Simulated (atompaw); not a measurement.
**Before and after: PAW (atompaw) potential for Au**

```json
{
  "Element": "Au (Z = 79)",
  "Generator": "atompaw 4.2.0.5",
  "Type": "PAW",
  "Functional": "PBE",
  "Relativity": "scalar-relativistic",
  "Frozen core": "[Kr] 4d10 4f14 5s2",
  "Valence charge": "17",
  "Reference configuration": "5p6 5d10 6s1 6p0",
  "Partial waves": "6s (bound): rc 2.80 bohr; 6s channel at 0.35 Ry: rc 2.80 bohr; 5p (bound): rc 1.35 bohr; 6p (bound, empty): rc 1.45 bohr; 5d (bound): rc 2.80 bohr; 5d channel at 3.45 Ry: rc 2.80 bohr",
  "Local potential": "bessel scheme, radius 2.70 bohr",
  "Core correction": "smooth core density matched at 2.15 bohr",
  "Augmentation charge": "sinc compensation charge, radius 2.70 bohr; PAW radius 2.80 bohr; waves and projectors: custom polynom vanderbiltortho"
}
```

Change: all radii scaled by about 1.16 (s 3.24, p 1.56, d 3.24 bohr); local potential bessel scheme, radius 3.12 bohr; augmentation sinc compensation charge, radius 3.12 bohr; PAW radius 3.24 bohr; waves and projectors: custom polynom vanderbiltortho; core correction smooth core density matched at 2.48 bohr.

Cutoffs: the cutoffs (Ry, on a coarse ladder) from which the occupation-weighted sum of valence levels, in a spherical-Bessel basis at the reference potential, stays within 10 and 1 mRy of its value at 400 Ry; they do not see the model core or the augmentation charge, which bear on the density cutoff.

Task: What does the change do?

Result: The potential gets neither clearly harder nor softer (40 Ry and 70 Ry → 45 Ry and 60 Ry); the p channel sets the loose cutoff, while the largest relative change is in d, which becomes softer; neither file shows a bound ghost.

```csv
quantity,base,changed
"cutoff, loose",40 Ry,45 Ry
"cutoff, tight",70 Ry,60 Ry
loose cutoff by channel (10 mRy a level),"s 6 Ry, p 30 Ry, d 10 Ry","s 6 Ry, p 30 Ry, d 8 Ry"
bound ghosts,none,none
lowest overlap eigenvalue by channel,"s 0.18, p 0.84, d 0.83","s 0.18, p 0.95, d 0.74"
```

 The cutoffs see the waves, projectors and local potential, not the compensation charge or the core.
